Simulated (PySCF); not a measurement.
Calculation: PySCF with TPSSh-D3(BJ)/def2-TZVP // PBE-D3(BJ)/def2-SVP. Isolated molecules, 0 K electronic values unless said otherwise. 

Reference species: [W(=O)2(F)2] (neutral, multiplicity 1).

The mean distance from the central atom to its bonded neighbours comes out as 1.794 Å and the LUMO is -3.21 eV. The HOMO–LUMO gap is 5.68 eV and the coordination number is 4.

After one change: the mean distance from the central atom to its bonded neighbours rises by 0.022 Å; the LUMO drops by 2.41 eV; the HOMO–LUMO gap drops by 0.38 eV; the coordination number rises by 1.

**Question.** Name the change that produced these shifts. The new species is one of these.
(A) [Mo(=O)(F)4]
(B) [V(=O)(F)3]
(C) [W(=O)(F)4]
(D) [Nb(=O)(F)3]

**Answer.** A, [Mo(=O)(F)4]
